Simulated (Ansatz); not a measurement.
Mulliken charges of `O[SiH](F)[SiH2]F` from B3LYP/def2-TZVPP in Ansatz (PBE0-D4/def2-TZVP geometry).

```csv
atom,x (Å),y (Å),z (Å),charge (e)
O1,-1.510,-1.169,-0.044,-0.382
Si2,-0.612,0.035,-0.689,0.624
F3,-0.023,-0.402,-2.113,-0.319
Si4,1.147,0.344,0.837,0.472
F5,2.093,1.533,0.316,-0.330
H6,-2.371,-1.368,-0.415,0.190
H7,-1.444,1.236,-0.963,-0.103
H8,1.972,-0.883,0.968,-0.072
H9,0.621,0.733,2.171,-0.079
```

Task: By hand: the dipole of these point charges (1 e Å = 4.8032 D).

Result: Σ q r = (-0.440, -0.128, 0.331) e Å, of length 0.565 e Å = 2.71 D.

Task: How does the dipole of the full density compare? (Estimate.)

Result: Ansatz gave: (-0.467, -0.116, 0.133) e Å, 2.40 D; the point charges give 1.13 times that, at 20° from its direction.

Point charges leave out the atoms' own dipoles, such as those of lone pairs, and Mulliken's split depends on the basis, so the two needn't agree.

B3LYP here is the variant with VWN-RPA as its local correlation; programs differ in this.
